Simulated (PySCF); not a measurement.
Species: C3H8BFO.
Numbering: `[CH3:1][BH:2][O:3][C@@H:4]([CH3:5])[F:6]` (hydrogens: H7, H8, H9 on C1; H10 on B2; H11 on C4; H12, H13, H14 on C5)

Computed with PBE0-D3(BJ)/def2-SVP geometry optimisation, gas phase (PySCF).

(1) List the bond lengths, angles and torsions at this level.

Results:

(1) 
```
                  bond  length (Å)
                 C1–B2       1.568
                 B2–O3       1.364
                 O3–C4       1.389
                 C4–C5       1.502
                 C4–F6       1.372
   C1–H7, C1–H8, C1–H9       1.102
                B2–H10       1.212
                C4–H11       1.106
C5–H12, C5–H13, C5–H14       1.099
```

Bonds in one row agree within 0.01 Å and their mean is given. A selection of angles:
```
     angle  degrees
  B2–C1–H7    112.5
  B2–C1–H8    107.9
  B2–C1–H9    113.7
  H7–C1–H8    107.6
  H7–C1–H9    109.0
  H8–C1–H9    105.8
  C1–B2–O3    123.6
 C1–B2–H10    122.9
 O3–B2–H10    113.5
  B2–O3–C4    123.0
  O3–C4–C5    109.6
  O3–C4–F6    108.8
 O3–C4–H11    110.2
  C5–C4–F6    109.5
 C5–C4–H11    112.1
 F6–C4–H11    106.6
 C4–C5–H12    110.0
H12–C5–H13    108.8
```

Dihedral angles: C1–B2–O3–C4 -1° (synperiplanar); B2–O3–C4–C5 175° (antiperiplanar).

Of the pairs four or more bonds apart, H9···H11 is among the closest relative to their van der Waals radii: 2.26 Å, 94 % of the sum of Bondi's values. B2 (three-coordinate boron) is planar (angles 123.6°, 122.9° and 113.5°, sum 360.0°, 0.01 Å off the plane of its three neighbours).

Point group: C1 (no symmetry element, even within 0.4 Å). Not checked by PBE0-D3(BJ)/def2-SVP frequencies. The numbers are those of one conformer.

On an Arm Neoverse V1 with one thread, on a shared host, this took 45 s of wall time and 0.51 GiB of memory at its peak. That covers the optimisation of the geometry.
